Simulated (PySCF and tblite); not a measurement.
Values are calculated unless marked as measured or tabulated.
C₈H₁₄O, numbered as in [CH3:1][C:2](=[O:3])[CH:4]1[CH2:5][CH2:6][CH2:7][CH2:8][CH2:9]1. Search: ETKDG and KDG, MMFF94s, GFN2-xTB, 90 starts; geometries at PBE0-D3(BJ)/def2-SVP. Free energies are B3LYP-D3(BJ)/def2-SVPD (IEF-PCM, chloroform) single points with GFN2-xTB rigid-rotor and vibrational terms (modes under about 100 cm⁻¹ blended into free rotors). Symmetry numbers and mirror images are counted. Conformers within 3 kcal/mol (GFN2-xTB free energy) were kept, 6 at most. GIAO shieldings: WP04/pcSseg-1 (IEF-PCM, chloroform). Shifts are against TMS (¹H), TMS (¹³C) at the same level. Programs: PySCF with density fitting and tblite.

Torsions listed: O3–C2–C4–C5. The 6-ring runs over atoms 4–5–6–7–8–9. Of a mirror pair one member is shown.

```csv
conformer,shape,point group,mirror pair,ΔE(DFT),Δ(G−E) at 298.15 K,δ C4 (ppm)
1,6-ring chair (all substituents equatorial); -27°,C1,yes,0.00,0.00,53.4
2,6-ring chair (all substituents equatorial); 95°,C1,yes,0.22,0.34,57.9
3,6-ring chair (C2 axial); -134°,C1,yes,0.74,0.54,52.9
```

Energies in kcal/mol; the thermal term leaves out symmetry numbers and mirror images.

Problem. Work out the weights at 298.15 K and the ¹³C shift of C4 under fast exchange.

Solution. RT = 0.592 kcal/mol. Each conformer gets RT ln(σ/g), with σ the rotational symmetry number and g = 2 for a mirror pair: 1: σ = 1, g = 2, G = 0.00 + 0.00 − 0.41 = -0.41, 0.00 above the lowest, exp(−ΔG/RT) = 1.000; 2: σ = 1, g = 2, G = 0.22 + 0.34 − 0.41 = 0.15, 0.56 above the lowest, exp(−ΔG/RT) = 0.389; 3: σ = 1, g = 2, G = 0.74 + 0.54 − 0.41 = 0.87, 1.28 above the lowest, exp(−ΔG/RT) = 0.116. The sum is 1.505, so the weights are 66.5, 25.8, 7.7 %. The averaged shift is 54.5 ppm. At 298.15 K the leading conformer alone gives 53.4 ppm and bare DFT energies give 54.9 ppm.
